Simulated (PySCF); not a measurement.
H₅MgNSi, SMILES [NH2][Mg][SiH3]. Atoms are numbered in the order given.

```xyz
8

Mg    -0.0721     0.5693    -0.4106
N     -0.2686     2.0902    -1.5180
H     -0.5251     3.0212    -1.2220
H     -0.1368     2.1266    -2.5188
Si     0.1900    -1.4823     1.0752
H      0.3067    -2.7501     0.2965
H     -0.9621    -1.6820     2.0023
H      1.4033    -1.4265     1.9420
```
Charge 0, spin multiplicity 1.

The structure is a stationary point at ωB97X-D3(BJ)/def2-TZVP. One conformer was computed; it need not be the lowest.

All values below come from PySCF with M06-2X/def2-TZVPD.

Estimate the frontier levels, gap, dipole moment and polarisability. (Estimate from the structure and the level; the computed values follow.)


```json
{
  "highest_occupied_level": "-7.79 eV",
  "lowest_empty_level": "-0.57 eV",
  "orbital_gap": "7.22 eV",
  "dipole_moment": "0.95 D",
  "quadrupole, principal values (traceless, Buckingham form, about the centre of nuclear charge)": "-9.07, 1.40, 7.67 D·Å",
  "mean_static_polarisability": "73.0 bohr³ (10.82 Å³)",
  "polarisability_principal_values": "61.6, 64.3, 93.2 bohr³"
}
```
